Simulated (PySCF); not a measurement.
**Electronic absorption of [C6H12N]+**

C6H12N (charge +1).
Atom-mapped SMILES: `[CH2:1]=[CH:2][CH2:3][N+:4](=[CH2:5])[CH2:6][CH3:7]` (hydrogens: H8, H9 on C1; H10 on C2; H11, H12 on C3; H13, H14 on C5; H15, H16 on C6; H17, H18, H19 on C7)

Method: TDDFT B3LYP/def2-SVPD, vertical, gas phase, core orbitals frozen in the response (PySCF). One conformer (not necessarily the lowest) at the GFN2-xTB geometry, without solvent, vibrations or thermal averaging. Torsions of this conformer, `[CH2:1]=[CH:2][CH2:3][N+:4](=[CH2:5])[CH2:6][CH3:7]`: C1–C2–C3–N4 -129°, C2–C3–N4–C5 -101°, C3–N4–C6–C7 -173°.

```
state  E (eV)  E (hartree)       f  main configurations (H = HOMO, L = LUMO)
   S1    3.84       0.1409   0.012                                H→L (100%)
   S2    6.02       0.2211   0.065                  H-1→L (87%), H-2→L (12%)
   S3    6.52       0.2395   0.077                   H-2→L (78%), H-1→L (9%)
   S4    6.79       0.2497  0.0037                               H-3→L (92%)
   S5    6.98       0.2567  0.0020                  H-4→L (70%), H-5→L (23%)
   S6    7.20       0.2647  0.0011                  H-6→L (76%), H-5→L (12%)
   S7    7.41       0.2721   0.160                  H→L+2 (57%), H→L+1 (38%)
   S8    7.63       0.2804   0.367     H→L+1 (29%), H-5→L (24%), H→L+2 (22%)
```

Triplets (Tamm–Dancoff): T1 3.69 eV, H→L (96%); T2 4.64 eV, H-1→L (40%), H-2→L (23%), H→L+1 (14%); T3 4.70 eV, H→L+1 (76%).

The lowest singlet lies at 3.84 eV (323 nm, ultraviolet) and is weak; its leading configuration is HOMO→LUMO (100%). The most intense listed level is S8 at 7.63 eV (163 nm, f = 0.367), 3.79 eV above S1. It is the last of those listed, so stronger ones may follow. Löwdin shares by element: HOMO carbon 84% or more (atoms not listed hold the other 16%); LUMO carbon 43% or more, nitrogen 32%, hydrogen 13% or more. Orbital energies (eV): HOMO-3 -15.00, HOMO-2 -14.37, HOMO-1 -13.89, HOMO -11.84, LUMO -7.17, LUMO+1 -4.32, LUMO+2 -3.58. The oscillator strengths of these states sum to 0.688; summed over the whole spectrum of an exact calculation they would give the number of electrons, 54 (Thomas–Reiche–Kuhn). Of the 8 states listed, 5 reach f = 0.01 and none stays under 0.0005. Singlets were solved by full linear response, triplets in the Tamm–Dancoff approximation.

Hardware: Arm Neoverse N1, one thread, shared host with 64 logical CPUs at a one-minute load of 56. Cost: 84 s, 0.89 GiB resident at most.
